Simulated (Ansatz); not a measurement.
`O[P](O)[GeH3]` → Ge• + 5 H• + 2 O• + P•  (atomization)

Gas-phase electronic energies from Ansatz, PBE0-D4/def2-TZVP geometries. CBS: MP2 limit from def2 TZ/QZ plus the TZ coupled-cluster correction, frozen cores. This one scheme is used for every species, atoms too. DFT in def2-TZVPP. B3LYP here is the variant with VWN-RPA as its local correlation; programs differ in this. No spin–orbit coupling; open shells (•) take unrestricted orbitals. Spin–orbit coupling would lower the free atoms: a little for O; clearly for Ge. For Ge outer-core shells are correlated without core-valence functions, so the limit isn't a true one: a few kJ/mol of doubt a bond, and 10 to 20 or more in all where bonds break to atoms. Scalar relativity is left out up to krypton. One conformer a species, not always the lowest.

`O[P](O)[GeH3]`:

```xyz
9

O    -1.668    0.032    0.692
P    -0.785   -0.840   -0.402
O    -0.858    0.073   -1.760
Ge    1.277   -0.117    0.458
H    -2.564   -0.314    0.757
H    -0.599    0.994   -1.637
H     1.438   -0.522    1.930
H     2.423   -0.726   -0.368
H     1.336    1.421    0.331
```

```
   level  ΔE (kJ/mol)
B3LYP-D4       2780.8
    BLYP       2752.6
```

(1) What does CCSD(T)/CBS give? (Best estimate.)

Largest T1 diagnostic among the species: 0.014.

## Answers

(1) The calculation gave: +2801.8 kJ/mol. The listed levels differ from it by -21.0, -49.2 kJ/mol.

In def2-TZVPP, CCSD(T) changes the Hartree–Fock value by +881.6 kJ/mol (the triples alone add +50.5 kJ/mol) and MP2 by +910.8 kJ/mol; breaking electron pairs costs correlation energy, which Hartree–Fock lacks. From r2SCAN to r2SCAN0 (25 % exact exchange), in def2-TZVPP and without D4, ΔE moves by −70.8 kJ/mol: exact exchange takes away binding that semilocal exchange gives to molecules. Leaving LDA and LC-ωPBE aside and taking each functional with its dispersion term where it has one, the values, not all of them listed here, spread over 158.7 kJ/mol, from BHLYP-D4 to PBE-D4. LDA lies +462.2 kJ/mol from PBE without D4, its usual overbinding.

For atomizations the MP2-based limit and the directly extrapolated one differ by several kJ/mol either way, and by 10 to 25 for some Ge, Se and Sn compounds, so smaller differences from it don't rank the levels.
